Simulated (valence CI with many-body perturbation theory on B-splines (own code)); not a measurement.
## Re62+: magnetic and hyperfine properties of the levels

Computed by configuration interaction combined with many-body perturbation theory (CI+MBPT): three valence electrons over a frozen Dirac-Fock core [Ne], radial functions for each j: 11 s, 11 p, 9 d, 7 f, 5 g, 2 h, 1 i, with the one-electron correlation potential Σ1 (screened to all orders), the two-electron term Σ2, the three-electron term Σ3, Breit, model QED; selected single and double excitations, second order for the rest (own B-spline code, finite nucleus).

No measured spectrum was set against this ion. As an estimate, large intervals hold to a few tenths of a per cent, small ones and those within an open d or f shell to about a per cent.

A/g_I is the dipole constant over the nuclear g factor μ/I (μ in nuclear magnetons, uniformly magnetised nucleus), B/Q the quadrupole constant per barn. Both hold the static response of the core; the bare values leave it out. Large factors of s and p1/2 electrons are usually good to 5 to 10 %; those of open d and f shells near neutrality can be off by tens of per cent, and small factors of p3/2, d and f electrons come from cancelling terms and can be off by a factor of two or in sign, in half-filled shells by more. B is blank for J = 1/2, where it vanishes, and for nearly pure S terms. Energies count from the lowest level.

Levels are named by their leading jj configuration (3d3/2^4 stands for four electrons in 3d with j = 3/2), which in mixed levels can hold well under half, so a name can repeat and another be missing. Letters in brackets count levels of one name in rising energy.

```csv
Level,E (Ry),g,A/g_I (MHz),A/g_I bare,B/Q (MHz/b),B/Q bare
(3s^2 3p1/2) J=1/2,0.000,0.646,2060000,2020000,,
(3s 3p1/2^2) J=1/2,12.584,2.100,6160000,6040000,,
(3s^2 3p3/2) J=3/2,28.490,1.320,232000,232000,461000,455000
(3s 3p1/2 3p3/2) J=3/2 [a],38.797,1.625,1390000,1370000,374000,370000
(3s 3p1/2 3p3/2) J=5/2,40.160,1.334,1760000,1730000,379000,374000
(3s 3p1/2 3p3/2) J=3/2 [b],41.723,0.968,166000,167000,223000,221000
(3s 3p1/2 3p3/2) J=1/2,42.482,1.265,-2300000,-2250000,,
(3s^2 3d3/2) J=3/2,45.985,0.827,50900,55300,106000,107000
(3s^2 3d5/2) J=5/2,51.740,1.194,81800,84200,89800,92200
(3p1/2^2 3p3/2) J=3/2,54.026,1.030,25500,30600,286000,284000
(3s 3p1/2 3d3/2) J=3/2 [a],55.011,0.753,-196000,-188000,198000,197000
(3s 3p1/2 3d3/2) J=5/2,55.907,1.018,1700000,1670000,37900,40600
(3s 3p1/2 3d3/2) J=1/2,57.893,0.399,-2530000,-2480000,,
(3s 3p1/2 3d3/2) J=3/2 [b],58.412,1.279,1530000,1510000,84000,83800
(3s 3p1/2 3d5/2) J=5/2 [a],62.338,1.349,585000,578000,89100,91200
(3s 3p1/2 3d5/2) J=7/2,63.407,1.235,1210000,1190000,28500,31700
(3s 3p1/2 3d5/2) J=5/2 [b],64.171,1.034,-907,3810,101000,103000
(3s 3p1/2 3d5/2) J=3/2,64.529,1.109,-1410000,-1380000,49700,51300
(3s 3p3/2^2) J=5/2,68.179,1.430,1430000,1400000,94000,92700
(3p1/2^2 3d3/2) J=3/2,69.963,0.777,120000,121000,76900,79200
(3s 3p3/2^2) J=1/2,70.975,1.925,6230000,6110000,,
(3s 3p3/2^2) J=3/2,71.502,1.187,-957000,-931000,-66500,-65600
(3p1/2^2 3d5/2) J=5/2,77.514,1.190,42100,47900,70700,73400
(3p1/2 3p3/2^2) J=5/2,82.020,1.173,811000,800000,37200,36900
(3p1/2 3p3/2^2) J=3/2,82.392,1.421,-13800,-4420,13100,12900
(3p1/2 3p3/2^2) J=1/2,83.666,0.758,2620000,2560000,,
(3s 3p3/2 3d3/2) J=3/2 [a],84.422,1.282,667000,659000,-517,-2330
(3s 3p3/2 3d3/2) J=1/2 [a],84.558,2.112,2250000,2220000,,
(3s 3p3/2 3d3/2) J=5/2 [a],84.751,1.214,617000,611000,191000,188000
(3s 3p3/2 3d3/2) J=7/2,84.946,1.225,1020000,1000000,493000,489000
(3s 3p3/2 3d3/2) J=3/2 [b],87.048,0.984,286000,285000,-241000,-238000
(3s 3p3/2 3d3/2) J=5/2 [b],87.999,0.962,-206000,-197000,277000,277000
(3s 3p3/2 3d3/2) J=1/2 [b],88.417,0.609,1270000,1240000,,
(3s 3p3/2 3d5/2) J=9/2,89.312,1.320,794000,783000,563000,559000
(3s 3p3/2 3d5/2) J=5/2 [a],91.007,1.339,1200000,1180000,-248000,-244000
(3s 3p3/2 3d5/2) J=7/2 [a],91.654,1.242,485000,480000,302000,301000
(3s 3p3/2 3d5/2) J=3/2 [a],91.912,1.145,-549000,-531000,-253000,-250000
(3s 3p3/2 3d5/2) J=7/2 [b],93.105,1.195,-48200,-41800,276000,276000
(3s 3p3/2 3d5/2) J=1/2,93.791,0.715,-1890000,-1850000,,
(3s 3p3/2 3d5/2) J=3/2 [b],94.602,1.299,1450000,1420000,143000,143000
```

(1) Take the isotope of mass number 185, with I = 5/2, μ = 3.176 μN and Q = 2.07 b. What is the hyperfine structure of (3s 3p1/2 3p3/2) J=1/2?

## Answers

(1) From the table A = -2920000 MHz. Shifts from the centre of gravity in MHz: F = 2: 5110000, F = 3: -3650000.
